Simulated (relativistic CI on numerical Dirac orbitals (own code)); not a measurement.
d4 in a ligand field

Computed with a parametric ligand-field model of a d^n configuration (Racah B and C, spin-orbit zeta, crystal field), exact diagonalisation.

Field parameters in Wybourne normalisation: Oh B⁴₀ = 21Dq, B⁴₄ = √(5/14) B⁴₀; Td as Oh with Dq negative (B⁴₀ = 21Dq, B⁴₄ = √(5/14) B⁴₀). The field is a parameter set, without covalency.

Lowest levels for B = 380, C = 1580, ζ = 730 cm⁻¹, Oh, 10Dq = 4400 cm⁻¹?

A1 0 (S 1.94), T1 182 (S 1.97), E 335 (S 1.98), T2 417 (S 1.99), A2 504 (S 1.99), T2 4472 (S 1.96), T1 4492 (S 1.96), A1 4499 (S 1.91), A1 4619 (S 1.13) cm⁻¹, with S from ⟨S²⟩ = S(S + 1). The ground level has 1.00 electrons in the cubic e pair.

Lowest levels for B = 570, C = 2700, ζ = 500 cm⁻¹, Td, 10Dq = -10000 cm⁻¹?

A1 0 (S 1.97), T1 78 (S 1.99), T2 138 (S 1.99), E 492 (S 1.99), T1 524 (S 2.00), T2 777 (S 2.00), A1 2481 (S 0.26), T1 5443 (S 1.02), A1 5651 (S 0.93) cm⁻¹, with S from ⟨S²⟩ = S(S + 1). The ground level has 2.03 electrons in the cubic e pair.

Lowest levels for B = 690, C = 2450, ζ = 430 cm⁻¹, Oh, 10Dq = 3250 cm⁻¹?

A1 0 (S 2.00), T1 39 (S 2.00), E 77 (S 2.00), T2 105 (S 2.00), A2 134 (S 2.00), T2 3168 (S 2.00), T1 3190 (S 2.00), A1 3221 (S 2.00), T1 3496 (S 2.00) cm⁻¹, with S from ⟨S²⟩ = S(S + 1). The ground level has 1.03 electrons in the cubic e pair.

Lowest levels for B = 300, C = 1270, ζ = 1700 cm⁻¹, Oh, 10Dq = 31500 cm⁻¹?

A1 0 (S 0.98), T1 1570 (S 1.01), T2 2862 (S 0.92), E 2929 (S 0.94), T2 6971 (S 0.23), E 7152 (S 0.19), A1 12884 (S 0.12), A2 25971 (S 1.98), T2 25978 (S 1.97) cm⁻¹, with S from ⟨S²⟩ = S(S + 1). The ground level has 0.03 electrons in the cubic e pair.

Lowest levels for B = 360, C = 1850, ζ = 790 cm⁻¹, Oh, 10Dq = 14700 cm⁻¹?

A1 0 (S 1.06), T1 600 (S 1.06), E 1353 (S 1.04), T2 1389 (S 1.01), A2 5006 (S 2.00), T2 5058 (S 1.98), E 5113 (S 1.96), T1 5156 (S 1.96), A1 5191 (S 1.95) cm⁻¹, with S from ⟨S²⟩ = S(S + 1). The ground level has 0.08 electrons in the cubic e pair.
